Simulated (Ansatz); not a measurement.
A structure relaxed at PBE0-D4/def2-TZVP, charge 0, multiplicity 1:

```xyz
7

C     0.8930   -0.0135   -0.6886
S    -0.6959   -0.6896   -0.1397
Ge   -1.2554    0.6055    1.5347
H     1.1851    0.8415   -0.0782
H     0.8059    0.2973   -1.7297
H     1.6544   -0.7898   -0.6130
H    -2.5872   -0.2513    1.7144
```

Task: Give its formula and SMILES.

Result: CH4GeS, `C[S][GeH]`.

Task: Point group (tolerance 0.08 Å, 0.16 Å for H)?

Result: Cs.

Task: Summarise the bond lengths by kind.

Result: 1 × C–S 1.812 Å; 3 × C–H 1.090 Å; 1 × Ge–S 2.189 Å; 1 × Ge–H 1.594 Å.

Results of the Gaussian-basis code of Ansatz.
